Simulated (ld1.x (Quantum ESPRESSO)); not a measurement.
# titanium (Ti): excitation energies, all-electron against ultrasoft

ld1.x (Quantum ESPRESSO) 7.5 input, shortened:

```
&input
   title='Ti', zed=22., rel=1, dft='PZ', iswitch=3,
   config='[Ar] 3d2 4s1.5 4p0.5'
 /
 &inputp
   pseudotype=3, tm=.true., lloc=-1, rcloc=1.80,
   nlcc=.true., new_core_ps=.true., rcore=0.80,
   which_augfun='PSQ', rmatch_augfun=1.35
 /
6
3S  1  0   2.00   0.00  1.35  1.55  0.0
4S  2  0   1.50   0.00  1.35  1.55  0.0
3P  2  1   6.00   0.00  1.85  2.20  0.0
4P  3  1   0.50   0.00  1.85  2.20  0.0
3D  3  2   2.00   0.00  1.20  1.40  0.0
3D  3  2   0.00   1.90  1.20  1.40  0.0
 &test
   configts(1)='3s2 3p6 3d2 4s1.5 4p0.5'
 /
```

Energies are relative to the spin-unpolarised reference configuration 3s2 3p6 3d2 4s1.5 4p0.5; without spin polarisation the order of configurations can differ from experiment. Not all tests gave a result: test run stopped at test 6 of 9 (negative rho).

Its overlap operator is not positive definite in a basis up to 400 Ry (lowest eigenvalue s -0.62, p -0.0007), so the file is unfit for use: the generalised eigenproblem breaks down once the basis is large enough, and its test numbers describe a broken file.

```tsv
valence configuration	charge	ΔE all-electron (eV)	error AE − PS (meV)
3s2 3p6 3d2 4s2 4p0	0	-1.548	-3.2
3s2 3p6 3d2 4s1 4p0	+1	5.988	-1.3
3s2 3p6 3d2 4s0 4p0	+2	19.788	-0.1
3s2 3p6 3d3 4s0 4p0	+1	6.010	-0.8
3s2 3p6 3d2 4s1 4p1	0	1.588	-4.2
```

The ghost test of this file was not conclusive.
